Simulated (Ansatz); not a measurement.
The pair A = H2O (SMILES O) (first 3 atoms), B = C4H6 (SMILES C=CC=C); geometry from B3LYP-D3(BJ)/def2-TZVP.
(charge 0, multiplicity 1):
```xyz
13

O      0.0111    -0.4871    -0.1496
H     -0.7246    -0.5760     0.4670
H      0.7359    -0.1796     0.4067
C     -1.6938    -0.6597     3.1319
C     -0.7319     0.2565     3.0017
C      0.6885    -0.0406     3.0723
C      1.6510     0.8645     2.8824
H     -1.4582    -1.7019     3.3138
H     -2.7409    -0.3967     3.0681
H     -1.0002     1.2931     2.8186
H      0.9565    -1.0723     3.2816
H      2.6982     0.6002     2.9395
H      1.4155     1.9011     2.6709
```

Cores are frozen in the correlated methods. MP2 and its Hartree–Fock in aug-cc-pVTZ are density fitted.

Programs: Ansatz (a first-principles code) with Gaussian orbitals. 

The counterpoise-corrected interaction energy is E(AB) − E(A in the pair's basis) − E(B in the pair's basis). Total energies (hartree):

```
level                          AB  A in the pair's basis  B in the pair's basis
-------------------  ------------  ---------------------  ---------------------
HF/aug-cc-pVDZ       -230.9830988            -76.0411513           -154.9410550
MP2/aug-cc-pVDZ      -231.7613004            -76.2616609           -155.4954605
HF/aug-cc-pVTZ       -231.0401212            -76.0600696           -154.9792436
MP2/aug-cc-pVTZ      -231.9727843            -76.3293072           -155.6386665
CCSD(T)/aug-cc-pVDZ  -231.8426858            -76.2747127           -155.5641356
```

Work out the counterpoise-corrected interaction energy at the basis-set limit: extrapolate the MP2 correlation part as X⁻³, take Hartree–Fock from the larger set, and add the CCSD(T) − MP2 difference of aug-cc-pVDZ.


1. Differences (1 hartree = 627.509 kcal/mol): HF/aug-cc-pVDZ -0.560; MP2/aug-cc-pVDZ -2.622; HF/aug-cc-pVTZ -0.507; MP2/aug-cc-pVTZ -3.019; CCSD(T)/aug-cc-pVDZ -2.408.
2. Correlation parts, MP2 less HF: -2.062 in aug-cc-pVDZ (X = 2), -2.512 in aug-cc-pVTZ (X = 3).
3. Limit (3³·(-2.512) − 2³·(-2.062))/(3³ − 2³) = -2.701; with HF/aug-cc-pVTZ it gives -3.208.
4. CCSD(T) less MP2 in aug-cc-pVDZ: 0.214.
Result: -2.99 kcal/mol, against -2.62 at MP2/aug-cc-pVDZ. It is an estimate of this method's limit, not of the exact value.
